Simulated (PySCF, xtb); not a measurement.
ClH2InO2, SMILES [OH][In]([OH])[Cl].

GFN2-xTB run with xtb at its own geometry gives an orbital gap of 3.33 eV and a dipole moment of 1.46 D.

Geometry: PBE0-D3(BJ)/def2-SVP. The def2 effective core potentials stand for the cores of In; spin–orbit coupling is left out. One conformer was computed; it need not be the lowest.

What does M06-2X/def2-TZVPD in PySCF give? (Estimate from the structure and the level; the computed values follow.)

gap 8.69 eV (levels -10.47 and -1.77 eV), dipole 1.53 D.
